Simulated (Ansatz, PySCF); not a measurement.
VF4, SMILES [V+]([F])([F])([F])[F], charge +1, multiplicity 1. Atoms are numbered in the order given.

```xyz
5

V      0.0000     0.0000     0.0000
F     -0.9486     0.9486    -0.9486
F      0.9486     0.9486     0.9486
F      0.9486    -0.9486    -0.9486
F     -0.9486    -0.9486     0.9486
```
Charge +1, spin multiplicity 1.

Geometry optimised at B3LYP-D3(BJ)/def2-SVP. The spin state was assumed, not searched. The isomer is the one that the SMILES or the coordinates give; other isomers of the formula were not compared.

Vertical ionisation energy (IE) and electron affinity (EA) in eV. Rows of orbital energies are one-electron estimates. Where ΔSCF, EOM or ADC give a negative EA the extra electron is unbound and the value depends on the basis.

```json
[
 {"level": "−ε(HOMO), −ε(LUMO), M06-2X/def2-TZVP (PySCF)", "IE": "22.53", "EA": "11.37"},
 {"level": "−ε(HOMO), −ε(LUMO), PBE/def2-TZVP (PySCF)", "IE": "18.23", "EA": "13.11"},
 {"level": "ΔSCF, CAM-B3LYP/def2-SVPD (Ansatz), final states of multiplicity 2 and 2", "IE": "23.32", "EA": "10.68"},
 {"level": "ΔSCF, PBE/def2-SVPD (Ansatz), final states of multiplicity 2 and 2", "IE": "22.16", "EA": "9.12"}
]
```

Problem. What vertical singlet–triplet gap does ΔSCF give with CAM-B3LYP/def2-SVPD (Ansatz, an electronic-structure program) and with PBE/def2-SVPD (Ansatz)? (Estimate from the structure and the level; the computed values follow.)

Solution. 4.95 and 5.12 eV (triplet above singlet where positive).
